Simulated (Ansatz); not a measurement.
`[CH3][Ge]([NH2])([F])[Cl]` + `[O]1[SiH2][GeH2]1` → `[CH3][GeH]1[O][SiH2]1` + `[NH2][GeH]([F])[Cl]` at 400 K and 1 bar (formal exchange of groups at a C–Ge bond).

Calculated with Ansatz (gas phase, PBE0-D4/def2-TZVP geometries, no zero-point term in ΔE). CBS: MP2 limit from def2 TZ/QZ plus the TZ coupled-cluster correction, frozen cores. For Ge outer-core shells are correlated without core-valence functions, which leaves a few kJ/mol of doubt a bond. Scalar relativity is left out up to krypton. Each species was taken in one conformer, which may not be the lowest.

```tsv
species	CCSD(T)/CBS energy (Eh)	H − E (kJ/mol)	S (J/(mol·K))
`[CH3][Ge]([NH2])([F])[Cl]`	-2731.56957	211.3	410.5
`[O]1[SiH2][GeH2]1`	-2442.76781	118.6	320.5
`[CH3][GeH]1[O][SiH2]1`	-2482.04381	202.9	371.5
`[NH2][GeH]([F])[Cl]`	-2692.28962	127.3	358.9
```

H − E and S are ideal-gas, rigid-rotor, harmonic terms from PBE0-D4/def2-TZVP, for one conformer and one mirror image of each species. 1 Eh = 2625.50 kJ/mol, R = 8.31446 J/(mol·K).

**Question.** By hand: ΔE, ΔH, ΔS and ΔG.

**Answer.** ΔE = (-2482.04381) + (-2692.28962) − (-2731.56957) − (-2442.76781) = 0.00395 Eh = 10.4 kJ/mol. Δ(H − E) = 202.9 + 127.3 − 211.3 − 118.6 = 0.3, so ΔH = 10.7 kJ/mol. ΔS = 371.5 + 358.9 − 410.5 − 320.5 = -0.6 J/(mol·K). ΔG = 10.7 − 400 × (-0.6)/1000 = 10.9 kJ/mol.

**Question.** By hand: the equilibrium constant, and the temperature at which ΔG would vanish if ΔH and ΔS stayed fixed.

**Answer.** log₁₀ K = −ΔG/(RT ln 10) = -1.4. ΔH and −TΔS have one sign here, so there is no such temperature.

The number of gas molecules stays the same, so ΔS is small and ΔH decides. A doubt of 5 kJ/mol in ΔE shifts log₁₀ K by 0.7 here. Other conformers and mirror images would add mixing entropy, several J/(mol·K) or more a flexible species. These are equilibria of isolated gas molecules and say nothing of rates. Largest T1 diagnostic: 0.014 (customary marks: 0.02 for closed shells, 0.045 for open ones).

ΔS is within the doubt of such terms, so its sign, and with it that verdict, could turn.
